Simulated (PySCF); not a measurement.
C5H11O, SMILES C[CH]CC(O)C, multiplicity 2.

Coordinates come from a B3LYP-D3(BJ)/def2-SVP optimisation. The isomer is the one that the SMILES or the coordinates give; other isomers of the formula were not compared. One conformer was computed; it need not be the lowest.

The numbers are results of PySCF with TDA-M06-2X/def2-SVPD, not measurements.

Vertical excitations. Isolated molecule, no solvent.

| state | energy (eV) | λ (nm) | f | main pairs |
|---|---|---|---|---|
| root 1 | 5.06 | 245 | 0.002 | α HOMO→LUMO 65 %, α HOMO→LUMO+1 25 % |
| root 2 | 5.64 | 220 | 0.009 | α HOMO→LUMO+3 43 %, α HOMO→LUMO 24 %, α HOMO→LUMO+1 16 % |
| root 3 | 5.93 | 209 | 0.004 | α HOMO→LUMO+1 53 %, α HOMO→LUMO+3 31 % |
| root 4 | 6.10 | 203 | 0.008 | α HOMO→LUMO+2 71 %, α HOMO→LUMO+4 21 % |
| root 5 | 6.20 | 200 | 0.002 | β HOMO−1→LUMO 56 %, β HOMO−3→LUMO 25 % |
| root 6 | 6.40 | 194 | 0.001 | β HOMO−2→LUMO 52 %, β HOMO→LUMO 28 % |
Unrestricted roots are not spin-pure.
